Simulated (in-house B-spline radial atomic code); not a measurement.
Radial electron density of Cs3+, [Kr] 4d10 5s2 5p4. Computed with a radial B-spline atomic code at the basis-set limit: Dirac-Kohn-Sham wB97X, spherical fractional occupations, Fermi nucleus of rms radius 4.8041 fm.

Caution: exact exchange at fractional occupations of open shells leaves self-interaction of up to several eV.

Columns: r (bohr), 4πr²n(r) (electrons per bohr), bar.

```
 0.00104    2.431 #
 0.00128    3.463 ##
 0.00157    4.877 ##
 0.00194      6.9 ###
 0.00239    9.623 #####
 0.00295     13.3 ######
 0.00364    18.12 #########
 0.00448    24.17 ###########
 0.00553    31.68 ###############
 0.00681    40.31 ###################
  0.0084    49.77 ########################
  0.0104    59.26 ############################
  0.0128    67.02 ################################
  0.0157    71.85 ##################################
  0.0194    72.86 ##################################
  0.0239    70.07 #################################
  0.0295    65.65 ###############################
  0.0364    63.61 ##############################
  0.0448    67.65 ################################
  0.0553    78.16 #####################################
  0.0681    89.47 ##########################################
   0.084    93.09 ############################################
   0.104    84.55 ########################################
   0.128    71.68 ##################################
   0.157    67.39 ################################
   0.194    74.75 ###################################
   0.239    79.11 #####################################
   0.295    65.44 ###############################
   0.364    41.07 ###################
   0.448    27.39 #############
   0.553    29.03 ##############
   0.681    31.19 ###############
    0.84    24.27 ###########
    1.04    13.96 #######
    1.28    8.051 ####
    1.57    5.788 ###
    1.94    4.048 ##
    2.39    2.145 #
    2.95    0.743 
    3.64    0.154 
    4.48  0.01916 
    5.53 0.001162 
    6.81 3.393e-05
```

On this grid the curve has 4 maxima, near 0.0194, 0.084, 0.239, 0.681 bohr.

The 5p1/2 radial function P(r) = rR(r), positive near the nucleus, with its small component Q(r) (sign convention: Q ≈ (P' + κP/r)/2c):

```tsv
r (bohr)	P	Q
0.000681	0.0009403	0.003436
0.00104	0.001547	0.004996
0.00157	0.002587	0.007139
0.00239	0.004518	0.01017
0.00364	0.008144	0.01424
0.00553	0.01496	0.0194
0.0084	0.02769	0.02541
0.0128	0.05071	0.0313
0.0194	0.08807	0.03474
0.0295	0.14	0.03228
0.0448	0.1872	0.02055
0.0681	0.1751	0.0006518
0.104	0.03022	-0.01686
0.157	-0.2034	-0.01636
0.239	-0.2607	0.001553
0.364	0.1015	0.01272
0.553	0.4367	0.003353
0.84	0.04903	-0.007349
1.28	-0.6789	-0.005531
1.94	-0.8032	-0.0003348
2.95	-0.3675	0.0009297
4.48	-0.05889	0.0002281
6.81	-0.002331	9.563e-06
```
